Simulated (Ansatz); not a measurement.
CH8OSSi2 can be A, `CO[SiH2]S[SiH3]`, or B, `[SiH3]OC([SiH3])S`.

Isolated molecules relaxed with PBE0-D4/def2-TZVP in Ansatz; ΔE leaves out vibrations. CCSD(T)/CBS adds triple-zeta CCSD(T) − MP2 to the extrapolated MP2 energy (def2 sets, frozen cores). DFT in def2-TZVPP. B3LYP here is the variant with VWN-RPA as its local correlation; programs differ in this. One conformer a species, not always the lowest.

A:

Z-matrix (Å, degrees):
```
C
O 1 1.410
H 1 1.091 2 108.1
H 1 1.095 2 111.1 3 119.3
H 1 1.096 2 111.4 3 -119.3
Si 2 1.633 1 123.9 3 178.0
S 6 2.139 2 112.6 1 59.0
H 6 1.477 2 105.7 1 177.4
H 6 1.490 2 110.6 1 -60.8
Si 7 2.136 6 97.7 2 -101.1
H 10 1.484 7 111.4 6 -68.5
H 10 1.483 7 106.3 6 172.0
H 10 1.486 7 111.0 6 52.9
```

B:

```xyz
13

Si   -1.302    1.847    0.112
O    -0.409    0.611   -0.543
C    -0.142   -0.597    0.123
Si    1.158   -1.567   -0.859
S     0.382   -0.406    1.851
H    -1.750    2.640   -1.056
H    -0.502    2.706    1.018
H    -2.471    1.298    0.849
H    -1.060   -1.194    0.219
H     2.449   -0.841   -0.743
H     0.758   -1.659   -2.287
H     1.284   -2.928   -0.281
H     1.606    0.090    1.596
```

Problem. Which isomer does CCSD(T)/CBS put lower? Give the gap. (Best estimate.)

Solution. Computed: A, by 184.6 kJ/mol.

Problem. Give E(B) − E(A) in kJ/mol with CCSD(T)/def2-TZVPP, CCSD/def2-TZVPP, r2SCAN-D4, PBE0-D4, B3LYP-D4, HF/def2-TZVPP, B2PLYP. (Estimate.)

Solution. The calculation gave: CCSD(T)/def2-TZVPP 180.2, CCSD/def2-TZVPP 182.2, r2SCAN-D4 186.9, PBE0-D4 186.5, B3LYP-D4 179.4, HF/def2-TZVPP 193.4, B2PLYP 182.9. None reverses the order clearly.

Largest T1 diagnostic: 0.012.

From PBE to PBE0 (25 % exact exchange), in def2-TZVPP and without D4, E(B) − E(A) moves by +7.4 kJ/mol. In def2-TZVPP, CCSD(T) changes the Hartree–Fock value by −13.2 kJ/mol (the triples alone add −2.0 kJ/mol) and MP2 by −6.3 kJ/mol.
